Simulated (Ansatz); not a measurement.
Two isomers of C2H7BOS: A = `BOCCS`, B = `CSB(C)O`.

Computed with Ansatz on PBE0-D4/def2-TZVP structures; ΔE is electronic, products minus reactants. CCSD(T)/CBS is the MP2 limit (def2-TZVPP, def2-QZVPP) plus CCSD(T) − MP2 in def2-TZVPP, frozen cores. DFT in def2-TZVPP. B3LYP here is the variant with VWN-RPA as its local correlation; programs differ in this. One conformer a species, not always the lowest.

Q: Which isomer does CCSD(T)/CBS put lower? Give the gap. (Best estimate.)

A: The calculation gave: B, by 47.6 kcal/mol.

Q: Give E(B) − E(A) in kcal/mol with PBE0-D4, B3LYP-D4, ωB97M-V, HF/def2-TZVPP, CCSD(T)/def2-SVP, r2SCAN-D4, B3LYP. (Estimate.)

A: Computed: PBE0-D4 -49.5, B3LYP-D4 -47.0, ωB97M-V -47.7, HF/def2-TZVPP -43.2, CCSD(T)/def2-SVP -44.6, r2SCAN-D4 -50.5, B3LYP -46.3. None reverses the order clearly.

Q: Does the order hold for the free energy at 298.15 K (harmonic terms from PBE0-D4)? (Best estimate.)

A: Computed: Yes: G(B) − G(A) = -46.1 kcal/mol, for one conformer each.

Largest T1 diagnostic: 0.013.

Leaving LDA and LC-ωPBE aside and taking each functional with its dispersion term where it has one, the values, not all of them listed here, spread over 5.1 kcal/mol, from B97M-V to CAM-B3LYP-D4. The D4 term adds −0.8 kcal/mol with B3LYP and −0.4 kcal/mol with PBE0; it sums over pairs of atoms, weighted by their polarisabilities, and B3LYP, whose exchange is more repulsive, gets the larger term.
